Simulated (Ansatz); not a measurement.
Harmonic frequencies (cm⁻¹) at PBE0-D4/def2-TZVP from Ansatz: 230, 260, 623, 656, 680, 686, 732, 916, 2112, 2221, 2247, 3463.

(1) Which molecule is it?
A. `C[AsH]`•
B. `N#[C][Ge]([F])[Cl]`•
C. `[CH2][SiH](Cl)Cl`•
D. `C#C[SiH2]`•

Results:

(1) D.
